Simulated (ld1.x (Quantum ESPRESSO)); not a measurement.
Building the ultrasoft potential for niobium (PBEsol, non-relativistic).

ld1.x (Quantum ESPRESSO) 7.5 was run on this input:

```
&input
   title='Nb', zed=41., rel=0, dft='PBESOL', iswitch=3,
   config='[Kr] 4d4 5s0 5p0',
   nld=3, rlderiv=3.00, eminld=-5.0, emaxld=5.0, deld=0.02
 /
 &inputp
   pseudotype=3, tm=.true., lloc=-1, rcloc=2.40,
   nlcc=.true., new_core_ps=.true.,
   which_augfun='PSQ', rmatch_augfun=1.90,
   file_pseudopw='Nb.UPF', file_wfcaegen='ae.wfc', file_wfcncgen='nc.wfc', file_beta='beta', file_chi='chi', file_wfcusgen='us.wfc'
 /
6
5S  1  0   0.00   0.00  2.05  2.75  0.0
5S  1  0   0.00   1.25  2.05  2.75  0.0
4P  2  1   6.00   0.00  1.75  2.30  0.0
5P  3  1   0.00   0.00  1.75  2.30  0.0
4D  3  2   4.00   0.00  1.95  2.60  0.0
4D  3  2   0.00   2.35  1.95  2.60  0.0
 &test
   configts(1)='4p6 4d4 5s0 5p0'
 /
```

Command:

```bash
ld1.x < Nb.in > Nb.out
```

Output (shortened: banner, matrices, multipoles, cross overlaps and the repeated all-electron block are left out):

```
Program LD1 v.7.5
     --------------------------- All-electron run ----------------------------

     Nb

     atomic number is 41.00
     dft =PBESOL   lsd =0 sic =0 latt =0  beta=0.20 tr2=1.0E-14
     Exchange-correlation= PBESOL
                           (   1   4  10   8   0   0   0)
     mesh =1227 r(mesh) = 100.62774 a.u. xmin = -7.00 dx = 0.01250
     1 Ry =  13.60569312 eV

     n l     nl                  e(Ry)          e(Ha)          e(eV)
     1 0     1S 1( 2.00)     -1349.0110      -674.5055    -18354.2294
     2 0     2S 1( 2.00)      -186.0415       -93.0207     -2531.2233
     2 1     2P 1( 6.00)      -171.0065       -85.5033     -2326.6620
     3 0     3S 1( 2.00)       -31.2853       -15.6427      -425.6588
     3 1     3P 1( 6.00)       -25.5711       -12.7855      -347.9123
     4 0     4S 1( 2.00)        -4.5312        -2.2656       -61.6506
     4 1     4P 1( 6.00)        -2.9583        -1.4792       -40.2501
     3 2     3D 1(10.00)       -15.1170        -7.5585      -205.6770
     4 2     4D 1( 4.00)        -0.6936        -0.3468        -9.4374
     5 0     5S 1( 0.00)        -0.6594        -0.3297        -8.9711
     5 1     5P 1( 0.00)        -0.4072        -0.2036        -5.5409

     final scf error:  4.9E-15 reached in  35 iterations

     Etot =   -7505.559045 Ry,   -3752.779522 Ha, -102118.333082 eV

     Ekin =    7501.523915 Ry,    3750.761957 Ha,  102063.432336 eV
     Encl =  -17862.697081 Ry,   -8931.348541 Ha, -243034.374836 eV
     Eh   =    3084.457965 Ry,    1542.228982 Ha,   41966.188520 eV
     Exc  =    -228.843843 Ry,    -114.421922 Ha,   -3113.579102 eV

     normalization and overlap integrals

     s(1S/1S) =  1.000000  <r> =   0.0372  <r2> =    0.0019  r(max) =   0.0247
     s(2S/2S) =  1.000000  <r> =   0.1630  <r2> =    0.0312  r(max) =   0.1369
     s(2P/2P) =  1.000000  <r> =   0.1398  <r2> =    0.0238  r(max) =   0.1080
     s(3S/3S) =  1.000000  <r> =   0.4553  <r2> =    0.2374  r(max) =   0.4061
     s(3P/3P) =  1.000000  <r> =   0.4511  <r2> =    0.2368  r(max) =   0.3961
     s(4S/4S) =  1.000000  <r> =   1.1884  <r2> =    1.6027  r(max) =   1.0501
     s(4P/4P) =  1.000000  <r> =   1.3155  <r2> =    1.9879  r(max) =   1.1319
     s(3D/3D) =  1.000000  <r> =   0.4322  <r2> =    0.2251  r(max) =   0.3325
     s(4D/4D) =  1.000000  <r> =   2.0287  <r2> =    5.0500  r(max) =   1.4717
     s(5S/5S) =  1.000000  <r> =   3.4667  <r2> =   13.6188  r(max) =   3.0009
     s(5P/5P) =  1.000000  <r> =   4.3752  <r2> =   21.7962  r(max) =   3.7115

     ------------------------ End of All-electron run ------------------------

     --------------------- Generating US pseudopotential ---------------------

      Generating local potential from pseudized AE potential:
      Matching radius rcloc =   2.4000

      Local pseudo, rcloc= 2.426 Estimated cut-off energy=     4.04 Ry

      Computing core charge for nlcc:

       r > 0.81 : true rho core
      Core charge pseudized with two Bessel functions
      Integrated core pseudo-charge :  13.89
      Wfc-us  5S rcutus= 2.750  Estimated cut-off energy=    16.11 Ry
      Wfc-us  5S rcutus= 2.750  Estimated cut-off energy=     8.83 Ry
      Wfc-us  4P rcutus= 2.308  Estimated cut-off energy=    16.23 Ry
      Wfc-us  5P rcutus= 2.308  Estimated cut-off energy=    30.58 Ry
      Wfc-us  4D rcutus= 2.615  Estimated cut-off energy=    17.02 Ry
      Wfc-us  4D rcutus= 2.615  Estimated cut-off energy=    16.02 Ry

     Q pseudized with Bessel functions
     Expected ecutrho=     110.1022 due to l1=  2   l2=  2

     ------------------- End of pseudopotential generation -------------------

     Computing logarithmic derivative in   2.98231

       Warning: n=1, l=0 expected 0 nodes, found 1
       Setting wfc to zero for this iteration
       (This warning will only be printed once per wavefunction)

       Zero norm: self consistency problem; state:  3 (l=  0, j=0.0)
     Computing logarithmic derivative in   2.98231
     Computing the partial wave expansion
     R is outside the sphere for l=    0 j= 0.00
     R is outside the sphere for l=    0 j= 0.00
     R is outside the sphere for l=    1 j= 0.00
     R is outside the sphere for l=    1 j= 0.00
     R is outside the sphere for l=    2 j= 0.00
     R is outside the sphere for l=    2 j= 0.00

     ---------------------- Testing the pseudopotential ----------------------

     Nb

     atomic number is 41.00   valence charge is 11.00
     dft =PBESOL   lsd =0 sic =0 latt =0  beta=0.20 tr2=1.0E-14
     mesh =1227 r(mesh) = 100.62774 xmin = -7.00 dx = 0.01250

     n l     nl             e AE (Ry)        e PS (Ry)    De AE-PS (Ry)
     2 1     4P   1( 6.00)       -2.95833       -2.95833        0.00000
     3 2     4D   1( 4.00)       -0.69364       -0.69364        0.00000
     1 0     5S   1( 0.00)       -0.65937       -0.65937        0.00000
     3 1     5P   1( 0.00)       -0.40725       -0.40725        0.00000

     eps = 5.7E-19  iter =  1

     Etot =   -7505.559045 Ry,   -3752.779522 Ha, -102118.333082 eV
     Etotps =  -115.718091 Ry,     -57.859045 Ha,   -1574.424832 eV

     Ekin =      18.174855 Ry,       9.087427 Ha,     247.281495 eV
     Encl =    -138.783823 Ry,     -69.391912 Ha,   -1888.250113 eV
     Ehrt =      57.593534 Ry,      28.796767 Ha,     783.599947 eV
     Ecxc =     -52.762994 Ry,     -26.381497 Ha,    -717.877105 eV
     (Ecc =     -39.617426 Ry,     -19.808713 Ha,    -539.022542 eV)
     Epseu=       0.060338 Ry,       0.030169 Ha,       0.820943 eV

     ---------------------- End of pseudopotential test ----------------------
```

The ghost test of this file was not conclusive. Its overlap operator is not positive definite in a basis up to 400 Ry (lowest eigenvalue s -3.64), so the file is unfit for use: the generalised eigenproblem breaks down once the basis is large enough, and its test numbers describe a broken file.

Generation and configuration tests took about 0.7 s on one core of a shared server CPU.
